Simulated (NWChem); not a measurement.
System: CH$_{3}$ClO$_{3}$Si; SMILES C(O[Si@@H](O)Cl)=O

The following NWChem deck was run.

```
start job
memory heap 200 mb stack 900 mb global 1100 mb
geometry units angstroms noautoz
  O     -0.049335    -2.109893     1.048693
  C      0.843126    -1.911565     0.267785
  O      0.899644    -0.894549    -0.584604
  Si    -0.298491     0.324205    -0.655682
  O     -1.755000    -0.306095    -0.272315
  Cl     0.318114     1.783855     0.646696
  H      1.730886    -2.568623     0.168393
  H     -0.290142     0.842837    -2.030971
  H     -1.690447    -0.962754     0.440688
end
basis spherical
  * library def2-svp
end
dft
  xc r2scan
  grid xcoarse
  iterations 150
  mulliken
end
task dft gradient
```

Excerpt of the output:

```
             Northwest Computational Chemistry Package (NWChem) 7.3.0
             --------------------------------------------------------

 C1  symmetry detected

                             Geometry "geometry" -> ""
                             -------------------------

 Output coordinates in angstroms (scale by  1.889725989 to convert to a.u.)

  No.       Tag          Charge          X              Y              Z
 ---- ---------------- ---------- -------------- -------------- --------------
    1 O                    8.0000     0.27337317     2.01680423    -0.96154025
    2 C                    6.0000     0.79514598     1.86028483     0.11032389
    3 O                    8.0000     0.55694482     0.84630993     0.93445856
    4 Si                  14.0000    -0.51798926    -0.42792875     0.55134840
    5 O                    8.0000    -1.73301922     0.13297754    -0.38393399
    6 Cl                  17.0000     0.62412536    -1.85551769    -0.37845390
    7 H                    1.0000     1.54270325     2.55859149     0.53839836
    8 H                    1.0000    -1.02773276    -0.94684242     1.82859499
    9 H                    1.0000    -1.42251805     0.79261144    -1.02597257

 Effective nuclear repulsion energy (a.u.)     377.6047394715

                                 NWChem DFT Module
                                 -----------------

 Summary of "ao basis" -> "ao basis" (spherical)
 ------------------------------------------------------------------------------
       Tag                 Description            Shells   Functions and Types
 ---------------- ------------------------------  ------  ---------------------
 O                          def2-svp                 6       14   3s2p1d
 C                          def2-svp                 6       14   3s2p1d
 Si                         def2-svp                 8       18   4s3p1d
 Cl                         def2-svp                 8       18   4s3p1d
 H                          def2-svp                 3        5   2s1p

            General Information
            -------------------
          SCF calculation type: DFT
          Wavefunction type:  closed shell.
          No. of atoms     :     9
          No. of electrons :    64
           Alpha electrons :    32
            Beta electrons :    32
          Charge           :     0
          Spin multiplicity:     1
          Use of symmetry is: off; symmetry adaption is: off
          Maximum number of iterations: 150
          AO basis - number of functions:   107
                     number of shells:    49
          Convergence on energy requested:  1.00D-06
          Convergence on density requested:  1.00D-05
          Convergence on gradient requested:  5.00D-04

              XC Information
              --------------
                      r^2SCAN Method XC Functional
               r^2SCAN metaGGA Exchange Functional  1.000
                     r^2SCAN Correlation Potential  1.000

             Grid Information
             ----------------
          Grid used for XC integration:  xcoarse
          Radial quadrature: Mura-Knowles
          Angular quadrature: Lebedev.
          Tag              B.-S. Rad. Rad. Pts. Rad. Cut. Ang. Pts.
          ---              ---------- --------- --------- ---------
          O                   0.60       21          11.0       194
          C                   0.70       21          10.0       194
          Si                  1.10       42           9.0       194
          Cl                  1.00       42          11.0       194
          H                   0.35       21          11.0       194
          Grid pruning is: on
          Number of quadrature shells:   231
          Spatial weights used:  Erf1

      Superposition of Atomic Density Guess
      -------------------------------------

 Sum of atomic energies:       -1011.25817270

      Non-variational initial energy
      ------------------------------

 Total energy =   -1013.416317
 1-e energy   =   -2148.689479
 2-e energy   =     757.668423
 HOMO         =      -0.391465
 LUMO         =       0.025185

     ---------------------------------------------
      Total Density - Mulliken Population Analysis
     ---------------------------------------------

    Atom       Charge   Shell Charges
 -----------   ------   -------------------------------------------------------
    1 O    8     8.73   1.99  1.13  0.68  3.06  1.85  0.01
    2 C    6     5.10   1.99  0.89  0.22  1.45  0.45  0.11
    3 O    8     8.68   1.99  1.10  0.66  3.00  1.92  0.01
    4 Si  14    12.64   2.00  1.99  0.86  0.11  5.93  0.85  0.58  0.32
    5 O    8     8.76   1.99  1.11  0.63  3.09  1.93  0.01
    6 Cl  17    17.40   2.00  1.99  1.22  0.72  5.94  2.16  3.36  0.01
    7 H    1     0.95   0.69  0.25  0.02
    8 H    1     1.08   0.69  0.38  0.01
    9 H    1     0.66   0.51  0.09  0.06

   convergence    iter        energy       DeltaE   RMS-Dens  Diis-err
 ---------------- ----- ----------------- --------- --------- ---------
 d= 0,ls=0.0,diis     1  -1014.6290524897 -1.39D+03  1.89D-02  1.47D+00
 d= 0,ls=0.0,diis     2  -1014.1782759188  4.51D-01  1.35D-02  6.03D+00
 d= 0,ls=0.0,diis     3  -1014.7625167507 -5.84D-01  4.03D-03  3.56D-01
 d= 0,ls=0.0,diis     4  -1014.7910805086 -2.86D-02  1.36D-03  7.99D-02
 d= 0,ls=0.0,diis     5  -1014.7984438972 -7.36D-03  4.60D-04  2.61D-03
  Resetting Diis
 d= 0,ls=0.0,diis     6  -1014.7987252202 -2.81D-04  1.33D-04  2.20D-04
 d= 0,ls=0.0,diis     7  -1014.7987546293 -2.94D-05  4.89D-05  9.43D-06
 d= 0,ls=0.0,diis     8  -1014.7987528887  1.74D-06  2.96D-05  2.71D-05
 d= 0,ls=0.0,diis     9  -1014.7987556141 -2.73D-06  5.66D-06  6.90D-07
 d= 0,ls=0.0,diis    10  -1014.7987556763 -6.22D-08  1.70D-06  1.05D-07

         Total DFT energy =    -1014.798755676300
      One electron energy =    -2151.178631977428
           Coulomb energy =      840.171630151352
    Exchange-Corr. energy =      -81.396493321750
 Nuclear repulsion energy =      377.604739471526

 Numeric. integr. density =       63.997960662237

                       DFT Final Molecular Orbital Analysis
                       ------------------------------------

 Vector   30  Occ=2.000000D+00  E=-3.104992D-01
              MO Center=  4.1D-01, -1.5D+00, -1.8D-01, r^2= 2.4D+00
   Bfn.  Coefficient  Atom+Function         Bfn.  Coefficient  Atom+Function
  ----- ------------  ---------------      ----- ------------  ---------------
    86      0.396387  6 Cl py                87     -0.383704  6 Cl pz
    83      0.296024  6 Cl py                84     -0.284105  6 Cl pz
    85      0.219103  6 Cl px                80      0.172532  6 Cl py
    81     -0.165629  6 Cl pz                82      0.161447  6 Cl px
    98      0.137636  8 H  s                 99      0.125655  8 H  s

 Vector   31  Occ=2.000000D+00  E=-3.009104D-01
              MO Center= -3.7D-01, -7.4D-01, -2.9D-01, r^2= 3.6D+00
   Bfn.  Coefficient  Atom+Function         Bfn.  Coefficient  Atom+Function
  ----- ------------  ---------------      ----- ------------  ---------------
    85      0.380453  6 Cl px                65     -0.308508  5 O  py
    82      0.279020  6 Cl px                87      0.265038  6 Cl pz
    66     -0.261089  5 O  pz                68     -0.231139  5 O  py
    84      0.197845  6 Cl pz                69     -0.193366  5 O  pz
    79      0.162313  6 Cl px                32     -0.149295  3 O  px

 Vector   32  Occ=2.000000D+00  E=-2.758552D-01
              MO Center=  3.3D-01,  1.8D+00, -5.4D-01, r^2= 2.1D+00
   Bfn.  Coefficient  Atom+Function         Bfn.  Coefficient  Atom+Function
  ----- ------------  ---------------      ----- ------------  ---------------
     5      0.485100  1 O  py                 8      0.346859  1 O  py
     4      0.295159  1 O  px                93     -0.206537  7 H  s
     7      0.199059  1 O  px                34     -0.163835  3 O  pz
    33      0.134519  3 O  py                94     -0.134873  7 H  s
    37     -0.124394  3 O  pz                31      0.119876  3 O  s

 Vector   33  Occ=0.000000D+00  E=-5.636645D-02
              MO Center=  6.0D-01,  1.7D+00, -4.3D-02, r^2= 2.0D+00
   Bfn.  Coefficient  Atom+Function         Bfn.  Coefficient  Atom+Function
  ----- ------------  ---------------      ----- ------------  ---------------
    18      0.419030  2 C  px                21      0.389513  2 C  px
     7     -0.293227  1 O  px                22     -0.291436  2 C  py
    19     -0.289497  2 C  py                 4     -0.283827  1 O  px
    20     -0.253879  2 C  pz                23     -0.232833  2 C  pz
    53     -0.218318  4 Si px                 8      0.216478  1 O  py

[...]

                         DFT ENERGY GRADIENTS

    atom               coordinates                        gradient
                 x          y          z           x          y          z
   1 O       0.516600   3.811207  -1.817048    0.004245  -0.001897   0.010378
   2 C       1.502608   3.515429   0.208482   -0.004930  -0.001035  -0.007034
   3 O       1.052473   1.599294   1.765871   -0.000874   0.002023  -0.003602
   4 Si     -0.978858  -0.808668   1.041897    0.000795   0.000961  -0.002814
   5 O      -3.274931   0.251291  -0.725530    0.004303   0.004027  -0.003291
   6 Cl      1.179426  -3.506420  -0.715174   -0.001165   0.001170   0.000766
   7 H       2.915286   4.835037   1.017425   -0.000526  -0.000302  -0.000588
   8 H      -1.942133  -1.789273   3.455543   -0.000590  -0.000825   0.001635
   9 H      -2.688169   1.497818  -1.938807   -0.001259  -0.004121   0.004549
```

Level: r2SCAN/def2-SVP. The geometry was optimised at PBE0/def2-SVP.
